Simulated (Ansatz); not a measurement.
# A basis-limit estimate, worked out

An elementary step of Si$_{2}$NH$_{9}$O, closed shell (Si₂NH₇ ([NH2][SiH2][SiH3]) + H₂O → Si₂H₆O ([OH][SiH2][SiH3]) + NH₃; bonds formed: Si1–O7, N2–H6; bonds broken: Si1–N2, H6–O7). “Start” is the structure reached by relaxing down from the saddle towards the reactants; PBE0-D4/def2-TZVP structures. The saddle:

```json
{"atom": "Si1", "x (Å)": "-0.6507", "y (Å)": "-0.3913", "z (Å)": "0.3221"}
{"atom": "N2", "x (Å)": "0.8855", "y (Å)": "-0.6887", "z (Å)": "1.3604"}
{"atom": "H3", "x (Å)": "-1.7741", "y (Å)": "0.1737", "z (Å)": "1.1175"}
{"atom": "H4", "x (Å)": "-1.0869", "y (Å)": "-1.8472", "z (Å)": "0.2748"}
{"atom": "Si5", "x (Å)": "-0.3018", "y (Å)": "0.1596", "z (Å)": "-1.9171"}
{"atom": "H6", "x (Å)": "0.9534", "y (Å)": "0.4988", "z (Å)": "1.3114"}
{"atom": "O7", "x (Å)": "0.3546", "y (Å)": "1.4245", "z (Å)": "0.6159"}
{"atom": "H8", "x (Å)": "1.6268", "y (Å)": "-1.1910", "z (Å)": "0.8870"}
{"atom": "H9", "x (Å)": "0.7081", "y (Å)": "-1.1316", "z (Å)": "2.2533"}
{"atom": "H10", "x (Å)": "-0.9027", "y (Å)": "-0.8211", "z (Å)": "-2.8669"}
{"atom": "H11", "x (Å)": "1.1697", "y (Å)": "0.1702", "z (Å)": "-2.1592"}
{"atom": "H12", "x (Å)": "-0.8418", "y (Å)": "1.5090", "z (Å)": "-2.2269"}
{"atom": "H13", "x (Å)": "-0.1404", "y (Å)": "2.1349", "z (Å)": "1.0276"}
```

Program: Ansatz 0.2.0. Basis: def2-TZVPP and def2-QZVPP. Cores are frozen in the correlated methods.

Energies in eV:

| quantity | saddle | start |
| --- | --- | --- |
| Hartree–Fock, triple zeta (X = 3) | -19387.01450 | -19388.63778 |
| Hartree–Fock, quadruple zeta (X = 4) | -19387.67698 | -19389.31002 |
| MP2 correlation, X = 3 | -20.79663 | -20.22959 |
| MP2 correlation, X = 4 | -22.33217 | -21.75562 |
| CCSD(T) correlation, X = 3 | -22.97344 | -22.47430 |

Work out the barrier at the basis limit: extrapolate Hartree–Fock as E(X) = E∞ + A exp(−7.88 √X) and the MP2 correlation as E(X) = E∞ + B X^−2.97 (the exponents that Neese and Valeev fitted for def2-TZVPP and QZVPP), then add CCSD(T) − MP2 in triple zeta.

Each step is linear, so take the differences first (saddle − start): Hartree–Fock 1.62328 (X = 3) and 1.63304 (X = 4); MP2 correlation -0.56704 and -0.57655; CCSD(T) correlation -0.49914.
Two points give E∞ = E(4) + w [E(4) − E(3)], with w = 1/(exp(7.88 (2 − √3)) − 1) = 0.1377 for Hartree–Fock and w = 1/((4/3)^2.97 − 1) = 0.7407 for the correlation.
Hartree–Fock: 1.63304 + 0.1377 × 0.00976 = 1.6344 eV.
MP2 correlation: -0.57655 + 0.7407 × (-0.00951) = -0.5836 eV.
CCSD(T) − MP2: -0.49914 − (-0.56704) = 0.0679 eV.
Sum: 1.6344 + (-0.5836) + 0.0679 = 1.1187 eV, or 25.80 kcal/mol. Plain CCSD(T) in triple zeta gives 1.1241 eV, so the larger basis shifts the result by -0.0054 eV.

The T1 diagnostic stays at or below 0.013.

The step is the kind of ligand exchange by which a precursor binds to a hydroxyl group, or is hydrolysed, in atomic layer deposition of oxides.

Labels in which every atom is bracketed show which atoms are joined, not bond orders.

For scale, one of the runs: CCSD(T)/def2-TZVPP, 272 basis functions, launched by `ansatz run in.yaml --threads 8 --pin off --events-out ev --progress --plain --max-ram 19148MiB`. Hardware: 8 CPU threads of an Intel Xeon 6975P-C, shared host. Wall time 24 s; peak host memory 7.6 GiB.
